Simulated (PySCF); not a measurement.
CH₆O₂Si₂, SMILES [SiH2](C=O)O[SiH3], GFN2-xTB optimised geometry.

```
11

O      0.86     1.67     0.00
C      1.71     0.81     0.00
Si     1.22    -1.05     0.00
O     -0.38    -1.05     0.00
Si    -1.72    -0.09     0.00
H      2.78     1.11     0.00
H      1.69    -1.67     1.23
H      1.69    -1.67    -1.23
H     -1.70     0.72    -1.22
H     -2.78    -1.09     0.00
H     -1.71     0.71     1.22
```

Density from PBE/def2-TZVP run with PySCF at that geometry.

Minimum of the electron density along straight lines between bonded atoms, close to the bond critical point (lines longer than 1.1 times the sum of covalent radii, or with two minima, are not listed):

```
bond     length / Å  ρ at the minimum / e bohr⁻³  ∇²ρ there / e bohr⁻⁵  position (fraction from the first atom)
-------  ----------  ---------------------------  --------------------  ---------------------------------------
O1–C2         1.206                        0.418                  0.02                                     0.66
C2–Si3        1.920                        0.116                  0.13                                     0.61
Si3–O4        1.605                        0.147                  0.98                                     0.42
O4–Si5        1.644                        0.132                  0.82                                     0.59
C2–H6         1.111                        0.273                 -0.92                                     0.65
Si3–H7        1.459                        0.127                  0.16                                     0.50
Si3–H8        1.459                        0.127                  0.16                                     0.50
Si5–H9        1.457                        0.128                  0.16                                     0.50
Si5–H10       1.463                        0.126                  0.16                                     0.50
Si5–H11       1.457                        0.128                  0.16                                     0.50
```
